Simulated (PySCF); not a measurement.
This PySCF input asks for the NMR shieldings of `C=C(C)O[SiH-]O[SiH3]`, [C3H9O2Si2]-; the geometry comes from GFN2-xTB.

```python
import basis_set_exchange as bse
import numpy as np
from pyscf import gto, dft
from pyscf.prop import nmr

atoms = """
C    -2.034713   -1.387149   -0.234659
C    -1.411139   -0.365892    0.360417
C    -2.184656    0.792202    0.957857
O    -0.116189   -0.249177    0.498122
Si    1.033591   -1.486871    0.119512
O     2.464444   -0.581109    0.492053
Si    3.033783    0.872962    0.346302
H    -3.108964   -1.426388   -0.300823
H    -1.471932   -2.212963   -0.627063
H    -2.076067    0.782319    2.043295
H    -3.241144    0.730470    0.705013
H    -1.779904    1.736002    0.592872
H     1.059056   -1.271420   -1.372600
H     2.105234    1.971265    0.671300
H     3.548230    1.151472   -1.015272
H     4.172772    0.953221    1.287230
"""
names = dict.fromkeys(["C", "O", "Si", "H"], "pcSseg-1")
basis = {el: gto.basis.parse(bse.get_basis(n, elements=[el], fmt="nwchem")) for el, n in names.items()}
mol = gto.M(atom=atoms, basis=basis, charge=-1, verbose=0)
mf = dft.RKS(mol, xc="PBE0")
mf.grids.level = 2
mf.grids.alignment = dft.numint.BLKSIZE   # the property module wants whole blocks of grid points
mf.conv_tol = 1e-9
mf.kernel()

calc = nmr.RKS(mf)   # GIAO
C = mf.mo_coeff
Co = C[:, mf.mo_occ > 0]
resp = mf.gen_response(singlet=True, hermi=2)
def vind(x):   # induced exchange potential for any number of trial vectors
    d = np.einsum("pi,xij,qj->xpq", C, 2 * x.reshape(-1, C.shape[1], Co.shape[1]), Co, optimize=True)
    return np.einsum("xpq,pi,qj->xij", resp(d - d.transpose(0, 2, 1)), C, Co, optimize=True).ravel()
mo1, _ = nmr.rhf.solve_mo1(calc, with_cphf=vind)
sigma = calc.kernel(mo1)
for i, s in enumerate(sigma):   # ppm
    w = np.linalg.eigvalsh((s + s.T) / 2)
    print("%2d %-2s iso %8.1f  s11 %8.1f  s22 %8.1f  s33 %8.1f" % (i, mol.atom_pure_symbol(i), w.mean(), *w))
```

Q: What are the results?

A: 
```
 0 C  iso    109.3  s11     35.2  s22    134.0  s33    158.8
 1 C  iso     26.6  s11    -78.6  s22     48.9  s33    109.5
 2 C  iso    159.5  s11    135.1  s22    154.4  s33    188.8
 3 O  iso    149.0  s11     52.1  s22    130.4  s33    264.4
 4 Si iso    291.0  s11    157.7  s22    249.3  s33    466.1
 5 O  iso    309.3  s11    225.2  s22    267.3  s33    435.3
 6 Si iso    417.1  s11    359.3  s22    383.7  s33    508.2
 7 H  iso     28.4  s11     26.3  s22     27.5  s33     31.4
 8 H  iso     28.2  s11     23.0  s22     26.2  s33     35.3
 9 H  iso     29.9  s11     27.2  s22     28.1  s33     34.5
10 H  iso     30.6  s11     26.8  s22     29.9  s33     35.0
11 H  iso     30.1  s11     26.6  s22     29.0  s33     34.5
12 H  iso     24.6  s11     21.6  s22     23.8  s33     28.5
13 H  iso     26.5  s11     22.7  s22     26.3  s33     30.6
14 H  iso     27.0  s11     24.0  s22     24.9  s33     31.9
15 H  iso     26.8  s11     23.5  s22     24.7  s33     32.0
```

These numbers come from an equivalent density-fitted implementation of the same equations, which agrees with the script to about 0.01 ppm for H and up to a few tenths of a ppm for heavy atoms, so last digits may differ.

Q: Turn these shieldings into chemical shifts. References, each an isolated molecule treated in the same way: $^{13}$C (σ = 186.93 ppm) and $^{29}$Si (σ = 349.16 ppm) and $^{1}$H (σ = 31.72 ppm) against TMS; $^{17}$O (σ = 336.08 ppm) against H2O.

A: Averaging equivalent atoms: C 1: 160.3; C 0: 77.6; C 2: 27.5; O 3: 187.1; O 5: 26.8; Si 4: 58.1; Si 6: -67.9; H 12: 7.10; H 13/14/15: 4.97; H 8: 3.55; H 7: 3.32; H 9/10/11: 1.54 ppm. Experimental scales use liquid or dissolved standards, which lie at an offset from isolated H2O (liquid H2O: subtract about 36 ppm).

Size and cost of the density-fitted run: 178 basis functions, 32 s wall time on 1 thread of an Arm Neoverse V2, shared host; peak memory 0.88 GiB.
